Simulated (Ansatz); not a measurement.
CH$_{6}$OSiZn (SMILES [CH3][Zn][O][SiH3]), singlet, at a GFN2-xTB geometry (such geometries of metal compounds can be far from the true shape), with bond 3-2 at 1.8 times its length; CASSCF(6,6)/STO-3G (Ansatz, a program for electronic structure).

Here is a job for Ansatz.
Ansatz 0.2 input:
```yaml
crystal:
  periodic: [false, false, false]
  atoms:
    - {symbol: Zn, position_ang: [-0.47397957, 0.37287745, 0.57563987]}
    - {symbol: C, position_ang: [-1.60216853, 1.26041827, 1.94580557]}
    - {symbol: H, position_ang: [-2.11373744, 0.00399005, 3.34567183]}
    - {symbol: H, position_ang: [-2.50816827, 1.65566543, 1.50335194]}
    - {symbol: H, position_ang: [-1.07093413, 2.08159555, 2.41086357]}
    - {symbol: O, position_ang: [0.52148752, -0.41025172, -0.63333745]}
    - {symbol: Si, position_ang: [1.43214105, -1.12665847, -1.73931018]}
    - {symbol: H, position_ang: [0.55351751, -1.91175758, -2.61619031]}
    - {symbol: H, position_ang: [2.39105178, -1.99787306, -1.04738963]}
    - {symbol: H, position_ang: [2.13143000, -0.08363357, -2.50113214]}
basis:
  gaussian:
    orbitals: STO-3G
hamiltonian:
  xc: hf
magnetization: {spin_polarized: false}
correlation: {active_space: {window: {electrons: 6, orbitals: 6}}}
```

The log (banner, timings and long lists left out):

```
Functional definition: HF
478 factors; integrals over basis functions are off by at most 4.5e-4 eV
mean field evaluation 1: about -57884.9771 eV, gradient 2.9e2 eV
mean field evaluation 2: about -57885.3594 eV, gradient 2.9e2 eV
mean field evaluation 4: about -57673.3014 eV, gradient 4.8e2 eV
mean field evaluation 8: about -58410.8117 eV, gradient 1.3e2 eV
mean field evaluation 16: about -58705.7274 eV, gradient 6.5e0 eV
mean field evaluation 32: about -58566.3420 eV, gradient 1.9e2 eV
mean field evaluation 64: about -57683.2508 eV, gradient 4.8e2 eV
mean field -58706.10484575 eV, -2157.4095606542 hartree, gradient 6.8e-6 eV, S^2 0.000000; 2 other end points of the search recorded, 0 dependent functions left out
reference -58706.10484575 eV, -2157.4095606542 hartree; 32, 32 occupied and 11, 11 virtual orbitals, 478 factors
state -58712.47416737 eV, -2157.6436289065 hartree
2 active orbitals were swapped for others, from the solution at -58710.62503694 eV, -2157.5756746164 hartree to that at -58712.47416737 eV, -2157.6436289065 hartree; typed "places" are swapped only where nearly empty or full, and so, without "given_window_search", are "orbital_numbers", "shells" and a window whose orbitals a file names under [Active]
Total energy: -58712.47416737 eV, -2157.6436289065 hartree
```
